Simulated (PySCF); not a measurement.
# EPR parameters of C7H9

Species: C7H9 (doublet state).
SMILES with atom numbers: `[CH2:1]/[CH:2]=[CH:3]/[CH2:4][C:5]1=[CH:6][CH2:7]1` (hydrogens: H8, H9 on C1; H10 on C2; H11 on C3; H12, H13 on C4; H14 on C6; H15, H16 on C7)

Cartesian coordinates in Å at the GFN2-xTB level; atoms count from 1:
```xyz
16
C7H9 angstrom
C      3.1857   -0.3310    0.5005
C      1.9581   -0.7026    0.0223
C      0.9704    0.1785   -0.3589
C     -0.3645   -0.2428   -0.8601
C     -1.4500    0.2501    0.0084
C     -1.8964    0.8793    1.0523
C     -2.9450    0.2783    0.1557
H      3.4453    0.7073    0.6084
H      3.9253   -1.0572    0.7824
H      1.7459   -1.7616   -0.0691
H      1.1403    1.2410   -0.2662
H     -0.4284   -1.3339   -0.9279
H     -0.5387    0.1603   -1.8676
H     -1.7452    1.4380    1.9418
H     -3.4705   -0.6187    0.4682
H     -3.5399    0.9238   -0.4834
```

The hyperfine couplings belong to this conformer and change with its torsions.

Computed with PySCF, UKS B3LYP, pcH-1 on C H, non-relativistic, mean-field spin-orbit, GIAO. Geometry: GFN2-xTB, one conformer, isolated molecule. A GFN2-xTB geometry isn't a minimum of the functional, and hyperfine couplings can be far from their values at a DFT geometry. No stability test was run, so a lower SCF solution isn't excluded. ⟨S²⟩ is 0.776 where a pure state has 0.75.

```json
{"g1, g2, g3": "2.00216, 2.00275, 2.00285", "g_iso": "2.00259", "Form of g": "close to axial: the two nearest values differ by 14 % of g3 − g1", "⟨S²⟩": "0.7760 (exact 0.7500)", "α and β electrons": "26, 25", "HOMO–LUMO gap, α and β orbitals": "5.52, 4.51 eV"}
```

Hyperfine couplings atom by atom, in G; T1 to T3 are the principal values of the dipolar part; ρ(0) is the spin density at the nucleus (MHz turned into gauss with g_iso; 10 G = 1 mT):

| atom | isotope | a_iso | T1 | T2 | T3 | Mulliken spin population | ρ(0) (bohr⁻³) |
| --- | --- | --- | --- | --- | --- | --- | --- |
| C1 | 13C | 19.5 | -18.4 | -17.8 | 36.2 | 0.68 | 0.0486 |
| C2 | 13C | -17.2 | -10.2 | 4.1 | 6.2 | -0.26 | -0.0429 |
| C3 | 13C | 20.9 | -18.9 | -18.4 | 37.3 | 0.66 | 0.0520 |
| C4 | 13C | -7.5 | -0.5 | 0.1 | 0.4 | -0.05 | -0.0187 |
| C5 | 13C | 19.6 | -0.9 | -0.6 | 1.4 | 0.02 | 0.0488 |
| C6 | 13C | -0.4 | -0.4 | 0.1 | 0.4 | 0.00 | -0.0010 |
| C7 | 13C | 1.3 | -0.4 | -0.3 | 0.7 | 0.01 | 0.0032 |
| H8 | 1H | -14.2 | -7.7 | -0.6 | 8.3 | -0.03 | -0.0089 |
| H9 | 1H | -15.0 | -9.0 | -0.1 | 9.1 | -0.03 | -0.0094 |
| H10 | 1H | 4.2 | -1.9 | -0.5 | 2.3 | 0.01 | 0.0027 |
| H11 | 1H | -14.3 | -7.7 | -0.8 | 8.5 | -0.03 | -0.0090 |
| H12 | 1H | 0.8 | -1.2 | -0.9 | 2.1 | 0.00 | 0.0005 |
| H13 | 1H | 23.2 | -1.3 | -0.9 | 2.2 | 0.03 | 0.0146 |
| H14 | 1H | 0.1 | -0.4 | -0.3 | 0.8 | 0.00 | 0.0000 |
| H15 | 1H | -0.2 | -0.3 | -0.2 | 0.5 | 0.00 | -0.0001 |
| H16 | 1H | -0.2 | -0.3 | -0.2 | 0.5 | 0.00 | -0.0001 |

The largest Mulliken spin populations are on C1 (+0.68), C3 (+0.66) and C2 (-0.26). The angles at C1 add up to 360.0°, so it is planar; its axial dipolar tensor and the negative couplings of its protons fit spin in a p orbital normal to that plane.

Axes: g3 points within 9° of the C1–H9 bond.

Under fast tumbling the dipolar parts average out, and these isotropic splittings remain: 1 × 1H (H9, I = 1/2, 2 lines) with 1.50 mT, 1 × 1H (H11, I = 1/2, 2 lines) with 1.43 mT, 1 × 1H (H8, I = 1/2, 2 lines) with 1.42 mT, 2 × 1H (H12/H13, I = 1/2, 3 lines) with 1.20 mT and 1 × 1H (H10, I = 1/2, 2 lines) with 0.42 mT.

Class means assume fast exchange of nuclei equivalent by connectivity; if that motion is slow, each nucleus keeps its own coupling. H8 and H9 aren't averaged: C1 is flat or nearly so (angle sum 360°), and its turn about the short C1–C2 bond (1.37 Å) is taken as slow. The 1H value of +33.7 MHz is a mean of couplings from 2.3 to 65.1 MHz in this one geometry, not an average over conformers.

The 13C coupling of C3 (58.5 MHz) shows only in satellite lines or after enrichment, since that isotope makes up about 1.07 % of natural carbon.
